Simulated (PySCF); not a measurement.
AlHO, SMILES [OH][Al] (connectivity only; charge and spin as stated), neutral, multiplicity 1. Heavy atoms are numbered as in [Al:1][OH:2]. Hydrogens are named by the atom that carries them.

Geometry optimised at B3LYP-D3(BJ)/def2-TZVPD.

Computed with PBE/pcSseg-2 in PySCF.

GIAO shieldings, no solvent; atoms alike by connectivity are averaged. δ = σ(ref) − σ: ¹⁷O against H2O (σ = 327.5 ppm); ¹H against TMS (σ = 31.47 ppm), references at their B3LYP-D3(BJ)/def2-TZVP geometries, non-relativistic.

**Question.** Estimate the chemical shifts. (Estimate from the structure and the level; the computed values follow.)

**Answer.** 
```json
[
 {"nucleus": "¹⁷O", "atoms": "O2 (OH)", "count": "1", "δ (ppm)": "107.4"},
 {"nucleus": "¹H", "atoms": "H on O2", "count": "1", "δ (ppm)": "2.79"}
]
```
